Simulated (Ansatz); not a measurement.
The same ligand exchange along the group F, Cl, Br.

Computed with Ansatz on PBE0-D4/def2-TZVP structures; ΔE is electronic, products minus reactants. CBS: MP2 limit from def2 TZ/QZ plus the TZ coupled-cluster correction, frozen cores. This one scheme is used for every species. DFT in def2-TZVPP. For Br outer-core shells are correlated without core-valence functions, which leaves a few kJ/mol of doubt a bond. Scalar relativity is left out up to krypton. One conformer a species, not always the lowest.

```tsv
reaction	B2PLYP (kJ/mol)
`FC(F)[SiH3]` + `S[SiH2]S` → `[SiH3]S[SiH2]S` + difluoromethane	-93
`[SiH3]C(Cl)Cl` + `S[SiH2]S` → `[SiH3]S[SiH2]S` + `ClCCl`	-72
`[SiH3]C(Br)Br` + `S[SiH2]S` → `[SiH3]S[SiH2]S` + `BrCBr`	-66
```

(1) Give the CCSD(T)/CBS values in the same order. (Best estimate.)

Largest T1 diagnostic: 0.012, for `FC(F)[SiH3]`.

Results:

(1) Computed: -99, -73, -65 kJ/mol.
